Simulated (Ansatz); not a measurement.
(F2Al-mu-F)3 (Al₃F₉). The state is a singlet with charge 0. Geometry PBE0-D4/def2-SVP, basis def2-TZVP, Ansatz.

| run | HOMO (eV) | LUMO (eV) |
| --- | --- | --- |
| A | -12.04 | -1.63 |
| B | -10.45 | -2.03 |
| C | -9.94 | -2.54 |
| D | -14.95 | 0.64 |
| E | -10.55 | -2.37 |

LC-ωPBE has ω = 0.4 bohr⁻¹.

Problem. The runs used B97M-V, LC-ωPBE, PBE, PBE0, r2SCAN. Estimate which is which.

Solution. A PBE0 (25 % exact exchange); B r2SCAN (0 % exact exchange); C PBE (0 % exact exchange); D LC-ωPBE (range-separated); E B97M-V (0 % exact exchange). Exact exchange lowers occupied and raises empty levels; among semilocal functionals meta-GGAs tend to open the gap a little, and such runs are hard to tell apart. The gap grows from 7.40 eV (PBE) to 15.59 eV (LC-ωPBE).
